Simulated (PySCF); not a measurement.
Compound: 2-bromoethanol, C2H5BrO.
Numbering: `[OH:1][CH2:2][CH2:3][Br:4]` (hydrogens: H5 on O1; H6, H7 on C2; H8, H9 on C3)

Computed by this run: PBE0-D3(BJ)/def2-SVP geometry optimisation, gas phase (PySCF); density fitting, grid level 1; the optimiser is geomeTRIC in internal coordinates, started from a GFN2-xTB structure with every atom displaced at random (about 0.01 Å).

Geometry at step 2:
```
atom  x, y, z in Å
O1     -1.5631    0.2824   -0.2430
C2     -0.3881   -0.4291   -0.4891
C3      0.7182   -0.1113    0.4930
Br4     1.2430    1.7668    0.3601
H5     -1.3201    1.2066   -0.0856
H6     -0.6178   -1.5038   -0.3799
H7     -0.0201   -0.2765   -1.5230
H8      1.6248   -0.7021    0.3106
H9      0.3804   -0.2474    1.5290
```

Q: Give the atomic forces at this geometry.

A: 
```
atom  Fx (eV/Å)  Fy (eV/Å)  Fz (eV/Å)
  O1      0.095     -0.042      0.138
  C2     -0.065      0.150      0.032
  C3     -0.058      0.029     -0.004
 Br4     -0.019     -0.018      0.009
  H5      0.024     -0.089     -0.133
  H6     -0.044      0.014     -0.027
  H7      0.051     -0.017      0.000
  H8     -0.003     -0.001     -0.011
  H9      0.018     -0.026     -0.006
```

The largest, 0.17 eV/Å, acts on O1; the rms over all components is 0.059 eV/Å. The forces sum to zero within rounding, as they must for an isolated molecule in no field.

Q: Give the force on O1 in Eh/bohr and in nN.

A: 0.173 eV/Å ÷ 51.422 = 0.00336 Eh/bohr, and 0.173 eV/Å × 1.602 = 0.28 nN.

Q: How far is this geometry from the end of the optimisation?

A: 0.013 eV above it, and 0.055 Å rms away after alignment. The bonds farthest from their final lengths, with half the difference of the two atoms' forces along the bond (positive lengthens):

```json
{"bond": "O1–C2", "now (Å)": "1.395", "final (Å)": "1.391", "force along bond (eV/Å)": "-0.11"}
{"bond": "O1–H5", "now (Å)": "0.969", "final (Å)": "0.966", "force along bond (eV/Å)": "-0.05"}
{"bond": "C3–Br4", "now (Å)": "1.955", "final (Å)": "1.952", "force along bond (eV/Å)": "-0.02"}
```

The angle farthest from its final value is O1–C2–H7, 112.0° against 112.6°.

What follows is the cost of the whole optimisation. Hardware: Intel Xeon Platinum 8488C, one thread, shared host with 96 logical CPUs at a one-minute load of 57. Cost: 30 s, 0.42 GiB resident at most.
